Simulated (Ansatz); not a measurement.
The same ligand exchange along the group O, S, Te.

Gas-phase electronic energies from Ansatz, PBE0-D4/def2-TZVP geometries. CCSD(T)/CBS adds triple-zeta CCSD(T) − MP2 to the extrapolated MP2 energy (def2 sets, frozen cores). DFT in def2-TZVPP. def2 core potentials past Kr. For As, Te outer-core shells are correlated without core-valence functions, which leaves a few kJ/mol of doubt a bond. Scalar relativity is left out up to krypton. Each species was taken in one conformer, which may not be the lowest.

```
                                                  reaction  HF/CBS(def2) (kcal/mol)  CCSD(T)/def2-SVP (kcal/mol)  CCSD/CBS(def2) (kcal/mol)  PBE0-D4 (kcal/mol)  CCSD(T)/CBS(def2) (kcal/mol)
        `OC(F)[SiH3]` + `N[AsH2]` → `N[AsH]O` + `FC[SiH3]`                    -14.3                         -8.5                      -15.1               -13.7                         -15.3
        `FC([SiH3])S` + `N[AsH2]` → `N[AsH]S` + `FC[SiH3]`                    -18.4                        -13.4                      -16.6               -16.7                         -16.2
`FC([SiH3])[TeH]` + `N[AsH2]` → `N[AsH][TeH]` + `FC[SiH3]`                    -26.3                        -24.5                      -23.1               -24.8                         -22.7
```

Largest T1 diagnostic: 0.012, for `FC([SiH3])S`.
